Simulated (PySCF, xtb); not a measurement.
CH5F3Si2, SMILES C[Si@H](F)[SiH](F)F. One conformer was computed; it need not be the lowest.

Harmonic wavenumbers (cm⁻¹) from GFN2-xTB (xtb 6.7.1) at its own minimum, in rising order: 21, 91, 108, 150, 168, 180, 219, 262, 464, 602, 633, 643, 685, 737, 785, 812, 826, 838, 848, 1373, 1473, 1475, 2243, 2349, 3023, 3037, 3048.

Q: What does PBE-D3(BJ)/def2-SVP in PySCF 2.14.0 give at its own minimum? (An estimate is asked for; the answer gives what the named calculation found.)

A: 31, 68, 130, 162, 176, 201, 250, 315, 448, 623, 669, 737, 768, 789, 798, 819, 881, 896, 922, 1217, 1373, 1380, 2164, 2177, 2976, 3076, 3085. Paired by order, the mean absolute difference is 52 cm⁻¹ and the zero-point energies are 38.7 and 38.8 kcal/mol.
